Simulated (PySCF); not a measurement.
Working out the ionisation energy of Ar²⁺

Ar²⁺ [Ne] 3s2 3p4 (3P) → Ar³⁺ [Ne] 3s2 3p3 (4S). Calculation: PySCF 2.14, in pcseg-2 (5s4p2d1f, 34 functions); no relativity, point nucleus. Frozen: [Ne]. Energies in hartree (1 hartree = 27.21139 eV):

```
            part  Ar²⁺ (lower)  Ar³⁺ (upper)
             UHF   -525.299461   -523.851912
CCSD correlation     -0.146335     -0.114323
             (T)     -0.003597     -0.002712
```

Q: What does Hartree-Fock give?

A: (-523.851912) − (-525.299461) = 1.447549 hartree = 39.390 eV.

Q: What do CCSD and CCSD(T) give?

A: The CCSD correlation energies differ by 0.032012 hartree = 0.871 eV and the triples by 0.000885 hartree = 0.024 eV, so CCSD gives 40.261 eV and CCSD(T) 40.285 eV.

Reference: 40.735 ± 0.012 eV (semi-empirical (NIST evaluation); NIST Atomic Spectra Database, ionization energies), between the lowest levels; spin-orbit coupling is absent from the calculation.

What remains against the reference includes basis incompleteness, the frozen core and higher excitations.
